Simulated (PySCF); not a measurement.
# Spin states and ions at one geometry of [Pb(NH2)2]2+

PySCF 2.14.0, RKS TPSS, Pb def2-SVP with ECP60, N def2-SVP, H def2-SVP; non-relativistic Hamiltonian with scalar-relativistic core potentials where named; density fitting; no spin-orbit coupling; singlets restricted, open shells unrestricted. The geometry is relaxed for charge +2, singlet, vacuum:

```xyz
7

Pb    0.0355    0.7407    0.0132
N     0.1351   -0.2353    1.9826
H     0.6541    0.3361    2.6906
H    -0.8148   -0.4235    2.3835
N    -0.0636   -0.1630   -1.9899
H     0.8832   -0.3288   -2.4086
H    -0.5952    0.4284   -2.6713
```

Energies count from the relaxed state; an electron taken off or put on is at rest in vacuum. Charges and spins are Mulliken's.

```tsv
state	energy (eV)	spin squared	charge on Pb1 (e)	spin on Pb1 (e)	dipole about the centre of mass (D)
charge +2, singlet, vacuum	0.00	0.00	1.32	0.00	0.79
charge +2, triplet, vacuum	-0.08	2.01	1.27	0.10	1.72
charge +1, doublet, vacuum	-14.07	0.77	0.94	0.03	0.65
```

What does the state charge +3, doublet, vacuum give?

energy (eV) 21.14, spin squared 1.11, charge on Pb1 (e) 1.64, spin on Pb1 (e) -0.23, dipole about the centre of mass (D) 3.13.

With an electron taken off (doublet) the charges change, summed by element, by Pb +0.31 e, N +0.43 e, H +0.25 e. The vertical ionisation energy is 21.14 eV, against −ε(HOMO) = 18.39 eV of the relaxed state. The level lies 2.7 eV too high, as is usual for semilocal functionals and global hybrids, which keep a self-interaction error.

With an electron put on (doublet) the charges change, summed by element, by Pb -0.38 e, N -0.33 e, H -0.29 e. The vertical electron affinity is 14.07 eV, against −ε(LUMO) = 17.13 eV of the relaxed state.

Open shells may have lower solutions than those found. Spin squared well over S(S+1) tells of spin contamination.

The relaxed state isn't the lowest spin state tried at its geometry. No frequency check is given that shows the relaxed geometry to be a minimum.
